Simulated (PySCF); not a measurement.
## Correlation energy of Zn (zinc, neutral)

[Ar] 3d10 4s2, closed-shell 1S. Computed with PySCF 2.14 in x2c-TZVPPall with one added diffuse shell each of s, p, d, f type (7s6p5d3f1g, 80 functions), with the spin-free X2C one-electron Hamiltonian (Gaussian nucleus). Frozen: [Ar]; 12 electrons correlated.

| level | correlation energy (mhartree) |
| --- | --- |
| CCSD | -466.31 |
| (T) | -16.90 |
| CCSD(T) | -483.21 |

Diagnostics: T1 = 0.021, D1 = 0.0589, largest double amplitude 0.066.

Cost of the coupled-cluster step: of the order of 5 core-seconds, for 12 correlated electrons.
